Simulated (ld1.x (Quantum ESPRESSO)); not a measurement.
**Ranking TM potentials for Zn (Z = 30)**

All share these settings but for the change named:

ld1.x (Quantum ESPRESSO) 7.5 input, shortened:

```
&input
   title='Zn', zed=30., rel=1, dft='PBE', iswitch=3,
   config='[Ar] 3d10 4s1 4p1'
 /
 &inputp
   pseudotype=2, tm=.true., lloc=-1, rcloc=1.35,
   nlcc=.false.
 /
3
3S  1  0   2.00   0.00  1.00  1.00  0.0
3P  2  1   6.00   0.00  0.95  0.95  0.0
3D  3  2  10.00   0.00  1.50  1.50  0.0
 &test
   configts(1)='3s2 3p6 3d10 4s1 4p1'
 /
```

Occupied shells without a wave of their own: 4p, 4s. They enter only through the test configuration that unscreens the potential.

Test errors are all-electron minus pseudo excitation energies from the reference, over 3s2 3p6 3d10 4s2 4p0; 3s2 3p6 3d10 4s1 4p0; 3s2 3p6 3d10 4s0 4p0; 3s2 3p6 3d10 4s0 4p2; 3s2 3p6 3d9 4s2 4p0; 3s2 3p6 3d10 4s1.5 4p0; 3s2 3p6 3d9 4s0 4p0. None of these files shows a bound ghost.

The base gives 1198.9 meV.

Of 10 variants that were run, those that failed, showed a ghost or another fault, or gave nearly equal values are left out.

A variant can come out equal or close to the base, since the largest error may sit in a test that the change hardly touches while other tests move.

Rank these variants by their largest absolute test error, smallest first.
A. all radii scaled by about 0.78 (s 0.78, p 0.74, d 1.18 bohr); local potential all-electron potential smoothed inside 1.06 bohr (lloc = -1)
B. local potential all-electron potential smoothed inside 1.00 bohr (lloc = -1)
C. local potential all-electron potential smoothed inside 1.60 bohr (lloc = -1)

B (114.0 meV), A (482.4 meV), C (1181.9 meV).
